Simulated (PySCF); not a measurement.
Correlation energy of Tc (technetium, neutral)

[Kr] 4d5 5s2, high-spin 6S determinant. Calculation: PySCF 2.14, in x2c-TZVPPall with one added diffuse shell each of s, p, d, f type (9s7p7d3f1g, 95 functions); the spin-free X2C one-electron Hamiltonian (Gaussian nucleus). Frozen: [Ar] 3d10; 15 electrons correlated.

```json
{"level": "CCSD", "correlation energy (mhartree)": "-422.77"}
{"level": "(T)", "correlation energy (mhartree)": "-14.75"}
{"level": "CCSD(T)", "correlation energy (mhartree)": "-437.52"}
```

Diagnostics: T1 = 0.022, D1 = 0.1123, largest double amplitude 0.056.

Task: Is a single reference adequate?

Result: Yes, within this model without spin-orbit coupling: T1 lies below 0.03 and no double amplitude reaches 0.07.

This basis was not built for core-valence correlation, so the inner-shell part is incomplete.
